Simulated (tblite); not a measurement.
C₄H₁₅NSeSi₂.
Numbering: `[CH3:1][C:2]([CH3:3])([CH3:4])[NH:5][SiH2:6][Se:7][SiH3:8]` (hydrogens: H9, H10, H11 on C1; H12, H13, H14 on C3; H15, H16, H17 on C4; H18 on N5; H19, H20 on Si6; H21, H22, H23 on Si8)

Computed with GFN2-xTB (tblite), gas phase: L-BFGS steps from a force-field or distance-geometry start until the largest atomic force falls under 0.01 eV/Å.

Step 134: E = -703.9158 eV
```
atom  x, y, z in Å  |  force x, y, z in eV/Å
C1     -2.4506   -1.0850    0.8968   -0.008  -0.017   0.015
C2     -1.5101   -0.1918    0.0814   -0.027   0.012   0.006
C3     -1.8905    1.2711    0.2863   -0.012   0.062   0.026
C4     -1.5895   -0.5545   -1.4059   -0.014  -0.038  -0.021
N5     -0.1589   -0.3974    0.5712    0.017  -0.088   0.054
Si6     1.1782    0.6325    0.3885   -0.001   0.040  -0.008
Se7     2.8906   -0.6159    1.3015   -0.008   0.009  -0.026
Si8     4.6560    0.0257    0.0372   -0.014   0.005   0.040
H9     -3.4828   -0.9442    0.5838    0.039   0.013   0.006
H10    -2.3692   -0.8401    1.9539   -0.007   0.001  -0.031
H11    -2.1948   -2.1354    0.7681    0.010   0.021  -0.026
H12    -1.2575    1.9182   -0.3153   -0.007  -0.023   0.007
H13    -1.7607    1.5371    1.3320    0.010   0.019  -0.016
H14    -2.9279    1.4463    0.0112    0.020  -0.054  -0.027
H15    -0.9648    0.1192   -1.9879   -0.023   0.005   0.021
H16    -1.2358   -1.5702   -1.5683   -0.007  -0.012   0.030
H17    -2.6138   -0.4869   -1.7635    0.008   0.036  -0.002
H18     0.0322   -1.3680    0.7860   -0.026   0.048  -0.011
H19     1.0812    1.8684    1.1698   -0.004  -0.047  -0.008
H20     1.5701    0.9611   -0.9894    0.030   0.008  -0.003
H21     4.6972    1.4823    0.0029   -0.011   0.029  -0.004
H22     4.4921   -0.5087   -1.3103    0.002  -0.005  -0.007
H23     5.8044   -0.5369    0.7263    0.032  -0.022  -0.013
```

Step 135: E = -703.9167 eV
```
atom  x, y, z in Å  |  force x, y, z in eV/Å
C1     -2.4551   -1.0767    0.9018   -0.011  -0.023   0.019
C2     -1.5100   -0.1939    0.0811   -0.045   0.011  -0.019
C3     -1.8827    1.2725    0.2758   -0.003   0.069   0.028
C4     -1.5914   -0.5655   -1.4044   -0.016  -0.040  -0.035
N5     -0.1595   -0.4049    0.5701    0.012  -0.066   0.046
Si6     1.1777    0.6268    0.3968   -0.009   0.060   0.024
Se7     2.8904   -0.6411    1.2834   -0.007   0.017  -0.034
Si8     4.6552    0.0317    0.0346   -0.007   0.014   0.041
H9     -3.4870   -0.9298    0.5914    0.030   0.014  -0.006
H10    -2.3711   -0.8286    1.9578    0.004   0.001  -0.026
H11    -2.2074   -2.1293    0.7761    0.011   0.019  -0.022
H12    -1.2464    1.9118   -0.3306   -0.011  -0.024   0.003
H13    -1.7482    1.5452    1.3190    0.004   0.019  -0.006
H14    -2.9199    1.4535    0.0019    0.038  -0.067  -0.025
H15    -0.9630    0.1030   -1.9897   -0.035  -0.012   0.027
H16    -1.2412   -1.5844   -1.5608   -0.018   0.016   0.032
H17    -2.6157   -0.4955   -1.7643    0.037   0.033   0.013
H18     0.0301   -1.3781    0.7735   -0.021   0.042  -0.007
H19     1.0841    1.8510    1.2003    0.000  -0.074  -0.024
H20     1.5627    0.9830   -0.9758    0.034  -0.001  -0.008
H21     4.6856    1.4892    0.0226   -0.013   0.023  -0.003
H22     4.5011   -0.4816   -1.3223    0.000  -0.008  -0.007
H23     5.8072   -0.5312    0.7177    0.027  -0.022  -0.014
```

Step 136: E = -703.9179 eV
```
atom  x, y, z in Å  |  force x, y, z in eV/Å
C1     -2.4581   -1.0691    0.9062   -0.033  -0.021   0.020
C2     -1.5098   -0.1945    0.0830   -0.043   0.007  -0.055
C3     -1.8780    1.2745    0.2656    0.013   0.056   0.028
C4     -1.5925   -0.5768   -1.4005   -0.010  -0.027  -0.041
N5     -0.1603   -0.4098    0.5733   -0.010  -0.073   0.031
Si6     1.1771    0.6216    0.4025   -0.017   0.069   0.056
Se7     2.8898   -0.6630    1.2616   -0.016  -0.001  -0.012
Si8     4.6552    0.0369    0.0339    0.028   0.009   0.032
H9     -3.4895   -0.9117    0.6020    0.002   0.012  -0.025
H10    -2.3694   -0.8255    1.9616    0.022   0.012   0.012
H11    -2.2201   -2.1222    0.7750    0.014  -0.018  -0.014
H12    -1.2417    1.9057   -0.3484    0.000  -0.011  -0.009
H13    -1.7377    1.5569    1.3048   -0.004   0.019   0.012
H14    -2.9153    1.4566   -0.0072    0.039  -0.071  -0.019
H15    -0.9544    0.0824   -1.9867   -0.042  -0.032   0.023
H16    -1.2531   -1.6016   -1.5489   -0.031   0.053   0.032
H17    -2.6153   -0.4957   -1.7648    0.064   0.020   0.026
H18     0.0288   -1.3866    0.7611   -0.020   0.055  -0.006
H19     1.0850    1.8327    1.2252    0.003  -0.066  -0.017
H20     1.5544    1.0046   -0.9631    0.044  -0.006  -0.039
H21     4.6757    1.4932    0.0432   -0.011   0.052   0.001
H22     4.5125   -0.4538   -1.3316   -0.006  -0.018  -0.024
H23     5.8119   -0.5278    0.7084    0.014  -0.021  -0.010
```

**Question.** Estimate the geometry and energy of step 137. (The exact step hangs on the optimiser's Hessian estimate; all steps are aligned on step 136, rigid shifts and turns removed.)

**Answer.** E = -703.9188 eV, largest force 0.105 eV/Å
```
atom  x, y, z in Å  |  force x, y, z in eV/Å
C1     -2.4665   -1.0537    0.9147   -0.017  -0.013   0.004
C2     -1.5103   -0.1983    0.0801   -0.030   0.005  -0.050
C3     -1.8609    1.2780    0.2468    0.027   0.010   0.006
C4     -1.5994   -0.5994   -1.3992   -0.005   0.005  -0.014
N5     -0.1616   -0.4238    0.5696   -0.012  -0.004   0.002
Si6     1.1752    0.6133    0.4205   -0.022   0.067   0.050
Se7     2.8904   -0.7057    1.2279   -0.006   0.032  -0.042
Si8     4.6559    0.0503    0.0305    0.025   0.030  -0.009
H9     -3.4960   -0.8834    0.6141   -0.027   0.008  -0.038
H10    -2.3713   -0.8027    1.9672    0.034   0.010   0.031
H11    -2.2432   -2.1107    0.7894    0.012  -0.015  -0.005
H12    -1.2184    1.8941   -0.3765   -0.010  -0.014  -0.001
H13    -1.7140    1.5705    1.2822   -0.011   0.018   0.010
H14    -2.8967    1.4676   -0.0264    0.039  -0.065  -0.014
H15    -0.9568    0.0491   -1.9925   -0.037  -0.046   0.014
H16    -1.2700   -1.6295   -1.5358   -0.033   0.074   0.032
H17    -2.6218   -0.5115   -1.7627    0.058   0.013   0.025
H18     0.0264   -1.4035    0.7381   -0.013   0.024   0.001
H19     1.0879    1.7977    1.2858    0.012  -0.094  -0.045
H20     1.5395    1.0432   -0.9379    0.039  -0.027   0.015
H21     4.6579    1.5091    0.0805   -0.013  -0.009   0.002
H22     4.5307   -0.4041   -1.3528   -0.008   0.004   0.036
H23     5.8185   -0.5197    0.6924   -0.003  -0.011  -0.012
```

The energy changes by -0.0009 eV. The first-order estimate −F·Δx gives -0.0020 eV and the mean of the old and new forces, exact on a quadratic surface, -0.0007 eV. The step makes an angle of 87° with the force vector and moves no atom by more than 0.070 Å.

What follows is the cost of the whole relaxation. Hardware: one thread, Arm Neoverse N1 (aarch64), shared host with 64 logical CPUs at a one-minute load of 55. Cost: 4.8 s of wall time.
